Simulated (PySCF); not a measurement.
Ligands exchanged one at a time, Al NH2-H. Isolated molecules, 0 K electronic values unless said otherwise. Strings in code marks are SMILES.

The HOMO from two functionals at the same geometries (r2SCAN-D4/def2-TZVP), both in PySCF: PBE-D3(BJ)/def2-TZVP and r2SCAN-D4/def2-TZVP. 

```json
[
 {"species": "0 of 3 NH2 replaced by H (`[NH2][Al]([NH2])[NH2]`)", "PBE-D3(BJ)/def2-TZVP (eV)": "-5.28", "r2SCAN-D4/def2-TZVP (eV)": "-5.58"},
 {"species": "1 of 3 NH2 replaced by H (`[NH2][AlH][NH2]`)", "PBE-D3(BJ)/def2-TZVP (eV)": "-5.51", "r2SCAN-D4/def2-TZVP (eV)": "-5.80"},
 {"species": "2 of 3 NH2 replaced by H (`[NH2][AlH2]`)", "PBE-D3(BJ)/def2-TZVP (eV)": "-6.22", "r2SCAN-D4/def2-TZVP (eV)": "-6.48"},
 {"species": "3 of 3 NH2 replaced by H (`[AlH3]`)", "PBE-D3(BJ)/def2-TZVP (eV)": "-7.30", "r2SCAN-D4/def2-TZVP (eV)": "-7.62"}
]
```

Over these rows, drawn at random from the members with no instability flagged (it was tested for open shells, ions and some series alone), PBE minus r2SCAN-D4: mean +0.30 eV, from +0.27 eV to +0.32 eV.
